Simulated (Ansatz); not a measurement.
C$_{4}$H$_{9}$B, relaxed with RKS PBE-D4/def2-SVP in the Gaussian-basis code of Ansatz from a rough embedded geometry. The force threshold is 0.03 eV/Å; the program also tests the step.

The species carries charge 0 and has multiplicity 1. The bonds changed during the relaxation, so this is another structure than the one it started from.

Start:

```xyz
14

B     0.116   -1.959    0.477
C     0.730   -0.808   -0.411
C     0.116    0.492   -0.044
C     0.509    1.225    1.109
C    -0.988    1.120   -0.856
H    -1.089   -2.215    0.351
H     0.757   -2.641    1.145
H     1.804   -0.745   -0.235
H     0.530   -1.028   -1.456
H     0.083    2.098    1.393
H     1.321    0.728    1.710
H    -1.921    1.255   -0.197
H    -0.693    2.060   -1.289
H    -1.274    0.419   -1.699
```

Question: By how much does the energy fall, and how many steps does the optimiser take? (Estimate.)

Answer: Computed: 1.06 eV, in 15 steps, 1 of them rejected.

Question: Which bonds change most? (An estimate is asked.)

Answer: Ansatz gave: B1–C4 from 3.270 to 1.770 Å; B1–C3 from 2.506 to 1.729 Å; B1–C2 from 1.578 to 1.765 Å; C4–H10 from 1.012 to 1.101 Å.

Question: Give the relaxed structure. (Best estimate.)

Answer: Ansatz gave: 
```xyz
14

B    -0.002   -1.087    0.698
C     0.944   -0.713   -0.744
C     0.219    0.384   -0.184
C     0.383    0.560    1.223
C    -0.983    0.952   -0.895
H    -1.161   -1.432    0.590
H     0.765   -1.759    1.356
H     1.997   -0.876   -0.475
H     0.647   -1.070   -1.742
H    -0.349    1.186    1.755
H     1.383    0.507    1.678
H    -1.785    1.234   -0.187
H    -0.666    1.869   -1.434
H    -1.393    0.243   -1.639
```
